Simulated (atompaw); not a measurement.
**What the settings do to the PAW (atompaw) potential of Pd**

Base potential:

- Element: palladium (Pd)
- Generator: atompaw 4.2.0.5
- Type: PAW
- Functional: PBE
- Relativity: scalar-relativistic
- Frozen core: [Ar] 3d10
- Valence charge: 18
- Reference configuration: 4s2 4p6 4d9.5 5s0 5p0 (charge +0.5)
- Partial waves: 4s (bound): rc 1.35 bohr; 5s (bound, empty): rc 1.90 bohr; 4p (bound): rc 1.75 bohr; 5p (bound, empty): rc 1.55 bohr; 4d (bound): rc 2.10 bohr; 4d channel at -0.1 Ry: rc 2.10 bohr
- Local potential: troulliermartins scheme with l = 3 at 0.5 Ry, radius 2.05 bohr
- Core correction: smooth core density matched at 1.10 bohr
- Augmentation charge: besselshape compensation charge, radius 1.50 bohr; PAW radius 2.10 bohr; waves and projectors: custom polynom gramschmidtortho

All-electron outer shells of the reference configuration (PBE, scalar-relativistic, ld1.x):

```csv
shell,level (eV),outermost node (bohr),outermost maximum (bohr)
3d,-330.81,–,0.28
4s,-90.64,0.45,0.85
4p,-56.47,0.46,0.91
4d,-9.01,0.45,1.10
5s,-6.96,1.15,2.54
5p,-2.97,1.30,3.52
```

Cutoffs, loose and tight: the cutoffs (Ry, on a coarse ladder) from which the occupation-weighted sum of valence levels, in a spherical-Bessel basis at the reference potential, stays within 10 and 1 mRy of its value at 400 Ry. They see the waves, projectors and local potential, not the compensation charge or the core. A dash means not determined.

A true bound ghost makes a file unfit for plane-wave use even where its test errors are small: the radial tests pick states by their node count and pass the ghost by.

| change | outcome | cutoff, loose | cutoff, tight | bound ghosts |
| --- | --- | --- | --- | --- |
| base | generated | 40 Ry | 60 Ry | p |
| augmentation besselshape compensation charge, radius 1.20 bohr; PAW radius 2.10 bohr; waves and projectors: custom polynom gramschmidtortho | generated | 40 Ry | 60 Ry | p |
| augmentation besselshape compensation charge, radius 1.50 bohr; PAW radius 2.10 bohr; waves and projectors: custom rrkj gramschmidtortho | generated | 35 Ry | 55 Ry | s |
| wave 4d channel at -0.1 Ry: rc 2.10 bohr becomes 4d channel at 0.84 Ry: rc 2.10 bohr | generated | 40 Ry | 60 Ry | p |
| wave 5s (bound): rc 1.90 bohr becomes 5s (bound): rc 1.20 bohr | generated | 40 Ry | 60 Ry | p |

Problem. What comes out with this change to the base: core [Kr], valence charge 10; reference 4d10 5s0 5p0; waves now 5s (bound): rc 2.70 bohr; 5s channel at 0.1 Ry: rc 3.00 bohr; 5p (bound): rc 3.00 bohr; 5p channel at 1.65 Ry: rc 3.00 bohr; 4d (bound): rc 3.00 bohr; 4d channel at 0.05 Ry: rc 1.75 bohr; local potential troulliermartins scheme with l = 3 at 0.5 Ry, radius 2.20 bohr; core correction smooth core density matched at 2.55 bohr; augmentation besselshape compensation charge, radius 2.50 bohr; PAW radius 3.00 bohr; waves and projectors: custom polynom gramschmidtortho?

Solution. outcome: failed: atompaw: The overlap operator has at least one negative eigenvalue!. Cause: the overlap operator built from these waves and projectors is not positive definite.

Problem. What comes out with this change to the base: local potential troulliermartins scheme with l = 3 at 0.5 Ry, radius 1.30 bohr?

Solution. outcome: generated; cutoff, loose: 40 Ry; cutoff, tight: 55 Ry; bound ghosts: p.
